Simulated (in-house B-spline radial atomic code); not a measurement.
Response and correlation of Ba²⁰⁺

Closed shell [Ar] 3d10 4s2 4p6. Computed with an all-electron radial atomic-structure program (B-spline basis): Dirac-Hartree-Fock, relativistic RPA (time-dependent Dirac-Hartree-Fock) for the response and second-order many-body perturbation theory for correlation, no-pair Dirac-Coulomb Hamiltonian, finite nucleus.

| multipole (bohr³, bohr⁵, bohr⁷) | uncoupled | coupled RPA |
| --- | --- | --- |
| dipole | 0.25367 | 0.22181 |
| quadrupole | 0.07531 | 0.079929 |
| octupole | 0.055239 | ? |

**Question.** What is the coupled octupole polarisability?

**Answer.** 0.065598 atomic units, +19 % against the uncoupled value.

**Question.** Which subshells carry the dipole polarisability?

**Answer.** 4p3/2 69.4 %, 4p1/2 27.9 %, 4s1/2 1.2 %.

**Question.** What does the dipole shielding factor come to?

**Answer.** The dipole shielding factor is 0.643, against the exact N/Z = 36/56 = 0.643 of the non-relativistic theorem.

Dipole polarisability at imaginary frequency:

```json
{"u (Eh)": "0", "α(iu) (bohr³)": "0.2218"}
{"u (Eh)": "1.92", "α(iu) (bohr³)": "0.1908"}
{"u (Eh)": "4.81", "α(iu) (bohr³)": "0.1146"}
{"u (Eh)": "9.62", "α(iu) (bohr³)": "0.05436"}
{"u (Eh)": "14.4", "α(iu) (bohr³)": "0.03308"}
{"u (Eh)": "19.2", "α(iu) (bohr³)": "0.02317"}
{"u (Eh)": "28.9", "α(iu) (bohr³)": "0.01392"}
{"u (Eh)": "38.5", "α(iu) (bohr³)": "0.009605"}
{"u (Eh)": "48.1", "α(iu) (bohr³)": "0.007088"}
{"u (Eh)": "67.4", "α(iu) (bohr³)": "0.004327"}
{"u (Eh)": "96.2", "α(iu) (bohr³)": "0.002462"}
{"u (Eh)": "144", "α(iu) (bohr³)": "0.001244"}
{"u (Eh)": "192", "α(iu) (bohr³)": "0.0007488"}
{"u (Eh)": "289", "α(iu) (bohr³)": "0.0003562"}
{"u (Eh)": "481", "α(iu) (bohr³)": "0.0001373"}
{"u (Eh)": "962", "α(iu) (bohr³)": "3.619e-05"}
```

**Question.** What dispersion coefficients follow for two such ions (the dispersion part alone)?

**Answer.** C6 = (3/π)∫α(iu)²du = 0.1935 hartree·bohr⁶ and C8 = 0.4407 hartree·bohr⁸.

Lowest J = 1 odd-parity excitations:

```
energy (eV)  oscillator strength  leading channel  weight
     88.123             0.000212     4p3/2 → d3/2   0.834
      103.5                0.467     4p3/2 → d5/2    0.51
        126                 3.51     4p1/2 → d3/2   0.728
     259.77                 0.46     4p3/2 → s1/2   0.996
     278.81                0.214     4p1/2 → s1/2   0.994
     330.66              0.00141     4p3/2 → d3/2   0.779
     334.22                0.415     4p3/2 → d5/2   0.791
     352.22                0.174     4p1/2 → d3/2   0.963
```

Second-order correlation energy by the highest angular momentum of the excited pair (hartree): s -0.02421, p -0.207, d -0.7209, f -0.7392, g -0.2403, h -0.101, i -0.04566, k -0.02306.

**Question.** What is the second-order correlation energy at the partial-wave limit?

**Answer.** The listed waves sum to -2.1012 hartree; extrapolating the increments as (l + 1/2)⁻⁴ gives -2.1483 hartree, -1.62 eV per electron.
